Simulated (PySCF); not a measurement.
An unknown shows these calculated signals:

1H NMR (500 MHz, computed): δ 8.44 (m, 1H), 7.89 (m, 1H), 7.78 (m, 1H), 7.27 (m, 1H), 6.35 (m, 1H), 5.58 (m, 1H), 2.86 (m, 3H).

13C{1H} NMR (computed): δ 180.9 (C), 176.4 (C), 146.7 (CH), 138.7 (CH), 135.3 (CH), 129.8 (CH), 115.9 (CH2), 27.1 (CH3).

- σ from GIAO-PBE0/pcSseg-1
- coordinates at the GFN2-xTB level
- program: PySCF
- non-relativistic, a single conformation, fast rotation and ring inversion assumed for equivalent nuclei, no solvent model

Scale: 1H (31.72 ppm), 13C (186.93 ppm) vs TMS (reference shieldings calculated alike).

Problem. Which of these does the molecule contain: a CF3 group, a vinyl group CH=CH2, a methoxy group, a non-aromatic C=C double bond, a benzene ring?

Solution. 
- A CF3 group: no.
- A vinyl group CH=CH2: yes (δC 115.9, 146.7; δH 6.35 (m), 5.58 (m), 7.27 (m)).
- A methoxy group: no.
- A non-aromatic C=C double bond: yes.
- A benzene ring: no.

The data belong to SMILES C1=CC(C)=PC(C=C)=C1, C$_{8}$H$_{9}$P; they needn't prove each group on their own.

Carbon signals by region: 2 in the far downfield region (above 160 ppm), 5 in the sp2 and nitrile region (100–160 ppm), 1 below 50 ppm. Above 160 ppm: 180.9, substituted aromatic carbon, 176.4, substituted aromatic carbon.

Splittings by 31P in the carbon and heteronuclear signals aren't shown, as no couplings were computed. Shifts are as computed. Against solution values, carbons near 30 ppm lie about +3 ppm off and those near 130 ppm about +5 ppm. Of 1211 compounds with measured shifts, 218 miss one by over three times the rms of a fit or turn the order of signals round; such compounds aren't used in these exercises. Multiplicities follow the n + 1 count of equivalent neighbours, as no J values were calculated; m marks all less simple cases, F and P coupling included.
